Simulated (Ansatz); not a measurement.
Ansatz (an electronic-structure program) job for H4NSi, SMILES [SiH3][NH], multiplicity 2, PBE/def2-TZVPD. Coordinates come from a ωB97X-D3(BJ)/def2-TZVP optimisation. A frequency run showed that this geometry is not a minimum. The isomer is the one that the SMILES or the coordinates give; other isomers of the formula were not compared.

Ansatz 0.2 input:
```yaml
crystal:
  periodic: [false, false, false]
  atoms:
    - {symbol: N, position_ang: [0.13376580, -1.22910167, 0.00000000]}
    - {symbol: Si, position_ang: [-0.01164059, 0.52045382, -0.00000000]}
    - {symbol: H, position_ang: [-0.75036580, -1.74055865, -0.00000000]}
    - {symbol: H, position_ang: [0.69080792, 1.00811835, 1.21204058]}
    - {symbol: H, position_ang: [0.69080790, 1.00811836, -1.21204059]}
    - {symbol: H, position_ang: [-1.40464235, 1.04168016, 0.00000001]}
basis:
  gaussian:
    orbitals: def2-TZVPD
hamiltonian:
  xc: {name: PBE}
magnetization: {spin_polarized: true, initial_magnetization: 1}
```

Output:

```
WARN ansatz: RAYON_NUM_THREADS=1 ignored (pool sized by the plan → 1); use --threads N
Functional definition: PBE
integrals: 0.03 GiB planned
658 factors; their error is unknown
mean field: 0.35 GiB planned
mean field evaluation 1: about -9418.9460 eV, gradient 4.0e1 eV
mean field evaluation 2: about -9376.0948 eV, gradient 8.7e1 eV
mean field evaluation 4: about -9425.5163 eV, gradient 6.0e0 eV
mean field evaluation 8: about -9425.7715 eV, gradient 1.7e-1 eV
mean field evaluation 16: about -9425.7716 eV, gradient 1.5e-5 eV
mean field evaluation 32: about -9424.8838 eV, gradient 8.7e0 eV
mean field -9425.77158669 eV, -346.3907167935 hartree, gradient 1.5e-5 eV, S^2 0.753310; 4 other end points of the search recorded, 0 dependent functions left out
reference -9425.77162709 eV, -346.3907182780 hartree; 13, 12 occupied and 103, 104 virtual orbitals, 658 factors
Total energy: -9425.77162709 eV, -346.3907182780 hartree
```

The run converged.

Cost: roughly 4 core-seconds.
